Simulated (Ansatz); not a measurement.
Cost and result for the atomization energy of BrF₃Si (`F[Si](F)(F)Br`) (5 atoms, 4 bonds).

Total charge 0; spin multiplicity 1. Correlated methods include outer-core shells of Br, which these sets cover unevenly. Scalar relativity is left out up to krypton. The structure was optimised at the PBE0-D4/def2-TZVP level. Program: Ansatz. All runs use 2 threads of a server CPU on a shared host. Times are those of one run each, without the atoms' runs, and a repeat can differ threefold. Electronic energies, without spin–orbit coupling; frozen cores. CCSD(T)/CBS adds CCSD(T) − MP2 in def2-TZVPP to the MP2 limit, and its time is that of the two runs behind it. T1 = 0.010. With those shells the extrapolation isn't a true limit. HSE06 is the plane-wave form, built on full-range PBE exchange.

CCSD(T)/CBS is a level of theory with its own doubt, some kJ/mol a heavy atom from the limit and from the frozen cores, so smaller differences don't rank the functionals.

| level | functions | wall time | atomization (kJ/mol) | difference from CCSD(T)/CBS | per bond |
| --- | --- | --- | --- | --- | --- |
| revPBE-D4/def2-TZVPP | 183 | 2.3 s | 2068.4 | -79.0 | -19.7 |
| BLYP-D4/def2-TZVPP | 183 | 2.7 s | 2094.3 | -53.1 | -13.3 |
| PBE-D4/def2-TZVPP (with forces) | 183 | 3.7 s | 2144.6 | -2.8 | -0.7 |
| HSE06-D4/def2-TZVPP | 183 | 5 s | 2086.3 | -61.1 | -15.3 |
| r2SCANh-D4/def2-TZVPP | 183 | 7.5 s | 2106.2 | -41.2 | -10.3 |
| B97M-V/def2-TZVPP | 183 | 9 s | 2120.9 | -26.5 | -6.6 |
| PBE-QIDH/def2-TZVPP | 183 | 9 s | 2100.7 | -46.7 | -11.7 |
| CCSD(T)/def2-SVP | 92 | 10 s | 1908.4 | -239.0 | -59.7 |
| ωB97X-V/def2-TZVPP | 183 | 11 s | 2118.0 | -29.4 | -7.4 |
| ωB97M-V/def2-TZVPP (with forces) | 183 | 17 s | 2116.2 | -31.2 | -7.8 |
| MP2/def2-QZVPP | 330 | 32 s | 2239.1 | 91.7 | 22.9 |
| CCSD(T)/def2-TZVPP | 183 | 2.2 min | 2066.9 | -80.5 | -20.1 |
| CCSD(T)/CBS(def2) | – | 2.7 min | 2147.4 | 0.0 | 0.0 |

From r2SCAN to r2SCAN0 (25 % exact exchange), in def2-TZVPP and without D4, the atomization energy moves by −63.6 kJ/mol: exact exchange takes away binding that semilocal exchange gives to molecules. At CCSD(T), def2-SVP lies −239.0 kJ/mol from the extrapolated value and def2-TZVPP −80.5 kJ/mol: correlation converges slowly with the basis, and small sets miss more of it in the bonded molecule than in its fragments. In def2-TZVPP, CCSD(T) changes the Hartree–Fock value by +488.7 kJ/mol (the triples alone add +38.1 kJ/mol) and MP2 by +610.8 kJ/mol; breaking electron pairs costs correlation energy, which Hartree–Fock lacks.
